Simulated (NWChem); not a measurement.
System: CsF; SMILES [F][Cs]

Here is an NWChem input.

```
start job
memory heap 200 mb stack 900 mb global 1100 mb
geometry units angstroms noautosym nocenter noautoz
  Cs     0.000000     0.000000    -0.367119
  F      0.000000     0.000000     2.025444
end
basis spherical
  * library def2-svpd
end
ecp
  Cs library def2-ecp
end
dft
  xc pbe0
  iterations 150
end
property
  response 1 0.0
end
task dft property
```

Geometry: optimised at PBE0/def2-SVP. def2 effective core potentials on Cs; no spin-orbit coupling.

Static field.

Question: Give the results of this calculation. (PBE0/def2-SVPD with def2 effective core potentials on Cs.) Quantities: isotropic polarisability (bohr³); anisotropy (bohr³).

Answer: The isotropic polarisability (bohr³) is 28.5. The anisotropy (bohr³) is 14.7.
